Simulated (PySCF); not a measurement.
Diatomic cations of Zn with the chalcogens

PBE0 with double-zeta basis sets in PySCF, for the lowest determinant that a PBE0 search found; no spin–orbit coupling. De refers to high-spin ground-configuration atoms (the charge goes to the atom of lower measured ionisation energy or higher electron affinity, which is not always the lowest computed limit). A positive dipole points towards Zn; it is taken about the centre of mass and depends on that origin.

```tsv
M	basis	charged atom	state (unpaired electrons)	Re (Å)	ωe (cm⁻¹)	De (eV)	μ (D)
O	cc-pVDZ-PP/cc-pVDZ	Zn+	doublet (π ↑)	1.784	641	1.63	4.38
S	def2-SVP	Zn+	doublet (π ↑)	2.171	391	2.02	4.18
Se	pcseg-1	Zn+	doublet (π ↑)	2.284	290	2.06	5.66
```

The shortest bond is that of ZnO⁺ (1.784 Å), the longest that of ZnSe⁺ (2.284 Å).

The rows differ in basis set, which adds steps of its own.

Down a group the atoms grow and get heavier, so bonds lengthen and wavenumbers fall; this series shows no clear exception.

Spin–orbit coupling is left out. For an ion De counts to the pair picked by the measured ionisation energies or electron affinities, which need not be the lowest pair at this level. States were picked by a PBE0 search and need not be the measured ground states.
